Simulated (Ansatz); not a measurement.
```yaml
crystal:
  periodic: [false, false, false]
  atoms:
    - {symbol: C, position_ang: [0.418070, 1.265046, -0.320177]}
    - {symbol: C, position_ang: [0.136629, 0.159420, 0.075127]}
    - {symbol: O, position_ang: [0.541841, -1.044072, -0.577786]}
    - {symbol: Al, position_ang: [-0.928150, -1.585129, 0.874759]}
    - {symbol: H, position_ang: [1.236957, 1.309179, -1.165849]}
    - {symbol: H, position_ang: [0.926333, 1.882862, 0.373961]}
    - {symbol: H, position_ang: [-0.024020, 1.997867, -1.046771]}
    - {symbol: H, position_ang: [-0.166530, -2.188539, 2.138212]}
    - {symbol: H, position_ang: [-1.935444, -1.996025, 0.144063]}
basis:
  gaussian: {orbitals: "6-31G*"}
total_charge: -1
magnetization: {spin_polarized: true, initial_magnetization: 5}
hamiltonian: {xc: {name: B97}}
```

```sh
$ ansatz run in.yaml --threads 2 --pin off --events-out ev --progress --plain --max-ram 4352MiB
```

Output, abridged:

```
Functional definition: B97
740 factors; integrals over basis functions are off by at most 7.3e-4 eV
mean field evaluation 1: about -10773.2368 eV, gradient 3.4e1 eV
mean field evaluation 2: about -10731.1364 eV, gradient 9.2e1 eV
mean field evaluation 4: about -10780.8749 eV, gradient 1.2e1 eV
mean field evaluation 8: about -10782.0183 eV, gradient 4.0e-1 eV
mean field evaluation 16: about -10782.2370 eV, gradient 9.6e-2 eV
mean field evaluation 32: about -10782.2372 eV, gradient 2.4e-5 eV
mean field -10782.23719342 eV, -396.2399083955 hartree, gradient 2.4e-5 eV, S^2 8.764019; 5 other end points of the search recorded, 0 dependent functions left out
reference -10782.23724070 eV, -396.2399101329 hartree; 22, 17 occupied and 52, 57 virtual orbitals, 740 factors
Total energy: -10782.23724070 eV, -396.2399101329 hartree
```

**Question.** Something in this input is off. What?

**Answer.** The spin is set far too high for this molecule. The run converged. The result belongs to that input, not to the molecule as meant.
